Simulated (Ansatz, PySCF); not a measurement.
Gas-phase reaction in SMILES: F[C]F -> F[C]F as doublet, charge +1 + e-
Each molecule is optimised on its own at B3LYP-D3(BJ)/def2-TZVP (Ansatz, a quantum-chemistry and plane-wave program). Unstable Hartree-Fock reference: F[C]F.
Geometry of the first species:
```xyz
3

F     -1.0201    -0.2528     0.0305
C     -0.0313     0.5961     0.0011
F      1.0410    -0.1446    -0.0312
```
Charge 0, spin multiplicity 1.

Wanted: adiabatic ionisation energy (0 K, with B3LYP-D3(BJ) harmonic zero-point energies from PySCF), in eV. Correlated levels leave the core frozen unless marked. Open shells are spin-unrestricted. No spin-orbit coupling. No relativistic terms. CBS marks a two-point X^-3 extrapolation of the correlation energy; Hartree-Fock from the larger set.

```csv
level,program,adiabatic ionisation energy (eV)
revPBE/def2-TZVPD,Ansatz,___
M06-L/def2-TZVPD,PySCF,___
BHLYP-D3(BJ)/def2-TZVPD,Ansatz + dftd3,11.23
TPSSh-D4/def2-TZVPD,PySCF + dftd4,11.14
TPSSh/def2-TZVPD,PySCF,11.14
LC-wPBE-D3(BJ)/def2-TZVPD,Ansatz + dftd3,11.26
LC-wPBE/def2-TZVPD,Ansatz,11.25
B2GP-PLYP-D3(BJ)/def2-TZVPD,Ansatz + dftd3,___
SCS-MP2/aug-cc-pVDZ,Ansatz,11.29
SCS-MP2/cc-pVTZ,Ansatz,11.18
CCSD/6-31G,Ansatz,11.49
CCSD/cc-pwCVTZ,Ansatz,11.23
"CCSD(T)/CBS(cc-pVTZ,cc-pVQZ)",Ansatz,11.44
```

**Question.** Some entries are withheld; supply them.

**Answer.** 
- revPBE/def2-TZVPD, adiabatic ionisation energy (eV): 11.07
- M06-L/def2-TZVPD, adiabatic ionisation energy (eV): 10.91
- B2GP-PLYP-D3(BJ)/def2-TZVPD, adiabatic ionisation energy (eV): 11.24
